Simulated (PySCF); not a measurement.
Compound: C4H6O5S.
Structure used (PBE0-D3(BJ)/def2-SVP), in Å, numbered top down from 1:
```xyz
16
C4H6O5S angstrom
C      2.8958   -0.8715   -0.1978
C      2.4758    0.3903   -0.1959
O      1.1816    0.8721   -0.1808
C      0.0933    0.1157   -0.2482
O      0.0810   -1.0898   -0.3162
C     -1.1528    0.9622   -0.2503
S     -2.4642    0.1572    0.6838
O     -1.9324   -0.1313    1.9997
O     -3.6830    0.9026    0.4927
O     -2.6173   -1.1981   -0.1582
H      3.9748   -1.0357   -0.2026
H      2.2265   -1.7284   -0.1917
H      3.1541    1.2450   -0.1975
H     -1.5248    1.0922   -1.2780
H     -0.9845    1.9476    0.2023
H     -1.7281   -1.6185   -0.1682
```

Theory: PBE0-D3(BJ)/def2-SVP geometry optimisation, gas phase in PySCF 2.14.0.

Take the most abundant isotopes and a rigid rotor. The values belong to one conformer with, in the numbering `[CH2:1]=[CH:2][O:3][C:4](=[O:5])[CH2:6][S:7](=[O:8])(=[O:9])[OH:10]`, C1–C2–O3–C4 -4°, C2–O3–C4–O5 1°, O3–C4–C6–S7 -143°, C4–C6–S7–O8 55°, C6–S7–O10–H 56°.

Give the principal moments of inertia and the rotational constants in MHz.

Ia = 160.89, Ib = 805.11, Ic = 848.96 u·Å²; 505379 MHz·u·Å²/I gives A = 3141, B = 627.7, C = 595.3 MHz.

What kind of rotor is it?

A near-prolate asymmetric top: κ = (2 × 627.7 − 3141 − 595.3)/(3141 − 595.3) = -0.97.

What does the inertial defect say?

Not planar: Δ = Ic − Ia − Ib = -117.04 u·Å². For a rigid frame Δ = −2 Σ m c², so Σ m c² = 58.52 u·Å² lies off the ab plane: 3.47 from hydrogen and 55.05 from heavier atoms. The atom farthest from that plane is 1.70 Å away.

Give the other two planar moments, Paa and Pbb, and the rms extents of the mass along the axes.

Paa = Σ m a² = (Ib + Ic − Ia)/2 = 746.59 and Pbb = Σ m b² = (Ia + Ic − Ib)/2 = 102.37 u·Å². With the mass M = 165.99 u, the rms extents √(P/M) along a, b and c are 2.12, 0.79, 0.59 Å.

List the rotational levels J(Ka,Kc) to J = 2 (MHz).

Above 0(0,0):
J = 1: 1(0,1) 1223, 1(1,1) 3737, 1(1,0) 3769
J = 2: 2(0,2) 3669, 2(1,2) 6150, 2(1,1) 6247, 2(2,1) 13788, 2(2,0) 13788
Those of J = 1 are B + C, A + C and A + B.

Predict some low-J microwave lines.

The dipole components are |μa| = 5.37 D, |μb| = 1.19 D, |μc| = 1.81 D. Intensities carry the squares of the components, which stand as 1.00 : 0.05 : 0.11 (a : b : c). Some lines, for components of 0.1 D or more:

```
type  branch         J(Ka,Kc)    MHz  lower level (cm⁻¹)
   a       R  1(0,1) ← 0(0,0)   1223               0.000
   c       Q  4(1,4) ← 4(0,4)   2371               0.408
   a       R  2(0,2) ← 1(0,1)   2446               0.041
   a       R  2(1,1) ← 1(1,0)   2478               0.126
   b       Q  3(1,2) ← 3(0,3)   2628               0.245
   b       Q  4(1,3) ← 4(0,4)   2696               0.408
   a       R  3(0,3) ← 2(0,2)   3668               0.122
   a       R  3(1,2) ← 2(1,1)   3717               0.208
   c       R  1(1,0) ← 0(0,0)   3769               0.000
   a       R  4(0,4) ← 3(0,3)   4889               0.245
   c       R  2(1,1) ← 1(0,1)   5024               0.041
   b       Q  4(2,2) ← 4(1,3)   7432               0.498
   b       Q  3(2,1) ← 3(1,2)   7494               0.332
   b       Q  3(2,2) ← 3(1,3)   7687               0.326
   b       R  3(2,2) ← 2(1,1)  11210               0.208
   b       R  3(2,1) ← 2(1,2)  11308               0.205
   c       Q  3(3,1) ← 3(2,1)  12647               0.582
   b       Q  4(3,2) ← 4(2,3)  12650               0.745
   b       R  3(3,1) ← 2(2,0)  16318               0.460
   b       R  3(3,0) ← 2(2,1)  16318               0.460
   b       Q  4(4,1) ← 4(3,2)  17707               1.167
   c       R  4(4,0) ← 3(3,0)  22600               1.004
```

Estimate the classical rotational partition function at 25 K, 298.15 K and 500 K.

Point group C1, symmetry number σ = 1; q = (√π/σ)·√((kT/h)³/(ABC)), k/h = 20836.6 MHz/K: 19500 at 25 K, 801000 at 298.15 K, 1740000 at 500 K.

Stationary, but not proved a minimum. Constants of a rigid frame at the computed geometry: no zero-point averaging, no centrifugal distortion.
